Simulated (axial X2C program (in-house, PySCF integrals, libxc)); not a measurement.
# VC⁺: from the spin-free to the two-component result

Computed with an axial X2C code built on PySCF integrals. Spin-free means the one-electron spin-free X2C Hamiltonian; two-component (2c) means X2C with spin–orbit coupling and atomic mean-field two-electron Coulomb and Gaunt terms, so the difference of the two also holds small scalar two-electron terms. Basis: V dyall-cv3z [10s10p6d4f2g], C dyall-v3z [7s6p2d1f] (cores contracted in-house); Gaussian nuclei, density fitting, unrestricted open shells. Masses: V 50.944 u, C 12.000 u.

Spin-free state: M_S = 2, Λ = 0 (beyond evenly filled blocks: π+α, π-α, δ+α, δ-α); fragments V+ + C.

| level | Re (Å) | ωe (cm⁻¹) | De (eV) | μ (D) |
| --- | --- | --- | --- | --- |
| HF | 1.969 | 656.4 | 0.303 | -5.71 |

Dipoles are positive if C is the positive end and refer to the centre of mass.

Two-component determinant lowest at the distance of the search:

Ω = 2 (⟨Sz⟩ = 2.00, ⟨Lz⟩ = 0.00 at HF); fragments V+ + C.

```tsv
level	Re (Å)	ωe (cm⁻¹)	μ (D)
HF	1.969	656.2	-5.71
```

**Question.** From the two tables, how do the constants change at the HF level (2c against spin-free)?

**Answer.** At the HF level Re is unchanged within 0.001 Å and ωe is unchanged to within 0.2 cm⁻¹.

De is counted from the lowest determinant-based energies of the atoms at the same level, without counterpoise correction. De is not given where an atomic determinant may have missed its ground term or J level, or where the truncated virtual space spoils (T). The state is one determinant with fixed occupations, lowest in a PBE0 search at one distance only: followed along the bond, the 2c determinant Ω = 1 reaches 0.68 eV lower at PBE0, so the state shown is not the lowest. With several unpaired electrons one determinant need not be a pure state. A state of lower Ω lies just above, and one determinant can place such states too high, so the state shown need not be the lowest. The search has Ω = 1 only 0.01 eV up. Open-shell Ω = 0 determinants with evenly filled partner blocks cannot be reached by this program, so the Ω shown need not be the lowest component. The determinant is spin-polarised beyond a pure state at some levels (its spin-free form has ⟨S²⟩ too high), which makes Re and μ there less reliable.
